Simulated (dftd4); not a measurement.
AlF₂ (SMILES [F][Al][F]), doublet, at a GFN2-xTB geometry (such geometries of metal compounds can be far from the true shape) (the spin is typed, not shown lowest).

dftd4 was given this input:
```
$ dftd4 mol.xyz --func hf --charge 0 --json dftd4.json --noedisp --property

# file mol.xyz
3

Al     0.30691416     0.12978758     0.10495073
F     -0.37803201     1.08352591    -1.07437289
F     -0.06528844    -1.27099685     0.92277739
```

Q: What does this run give for the partial charges in atom order, dispersion energy?

A: 
| Quantity | Value |
|---|---|
| partial charges in atom order | Al1 0.56, F2 -0.28, F3 -0.28 |
| dispersion energy | -2.94 kcal/mol |
